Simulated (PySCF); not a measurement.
# Working out the ionisation energy of Sn²⁺

Sn²⁺ [Kr] 4d10 5s2 (1S) → Sn³⁺ [Kr] 4d10 5s1 (2S). All numbers are calculated (PySCF 2.14, scalar relativity through the core potential, in aug-cc-pwCVTZ-PP with ECP28MDF (8s7p6d4f1g, 96 functions)). Frozen: nothing. Energies in hartree (1 hartree = 27.21139 eV):

```csv
part,Sn²⁺ (lower),Sn³⁺ (upper)
UHF,-212.583342,-211.534756
MP2 opposite-spin,-0.497765,-0.443328
MP2 same-spin,-0.243685,-0.221285
```

What does Hartree-Fock give?

(-211.534756) − (-212.583342) = 1.048586 hartree = 28.533 eV.

What do MP2 and SCS-MP2 (6/5 opposite-spin, 1/3 same-spin) give?

The opposite-spin parts differ by 1.481 eV and the same-spin parts by 0.610 eV. MP2: 28.533 + (1.481) + (0.610) = 30.624 eV. SCS-MP2: 28.533 + 1.2 × (1.481) + (0.610)/3 = 30.514 eV.

Measured between the centres of the two terms (NIST): 30.506 eV, so MP2 (valence and next inner shell) is off by 0.118 eV.

What remains against the reference includes basis incompleteness and correlation beyond second order.
